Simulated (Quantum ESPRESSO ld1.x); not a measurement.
Values are calculated unless marked as measured or tabulated.
These are the eigenvalues of the occupied orbitals of an atom or ion with whole-number occupations (hartree). Level of theory: scalar-relativistic Kohn-Sham, LDA (Slater exchange, Perdew-Wang correlation), spin-polarised, spherical densities, point nucleus (ld1.x of Quantum ESPRESSO 7.5).

1s down: -2323.86
1s up: -2323.86
2s up: -396.984
2s down: -396.983
2p up: -349.564
2p down: -349.563
3s up: -91.2461
3s down: -91.2267
3p up: -77.0188
3p down: -76.9994
3d up: -59.9068
3d down: -59.8917
4s up: -19.4733
4s down: -19.4369
4p up: -14.7963
4p down: -14.7608
4d up: -8.69525
4d down: -8.66089
5s up: -3.73051
5s down: -3.71485
5p up: -2.58919
5p down: -2.57658
4f up: -1.97062
4f down: -1.93925
6f up: -0.30264

Which element is it, and in what charge state? The configuration may be excited. Open shells, if any, are filled with parallel spins first.

Answer. Z = 71, lutetium, charge +3: Lu3+ in [Xe] 4f13 6f1. The list shows which subshells hold electrons but not how many an open one holds; the 1s level, -2323.9 hartree, gives Z - s = 68.2 by -(Z - s)^2/2, which with screening and relativity narrows Z to a few neighbours, and the depths of the outer levels then fix element, charge and occupations together.
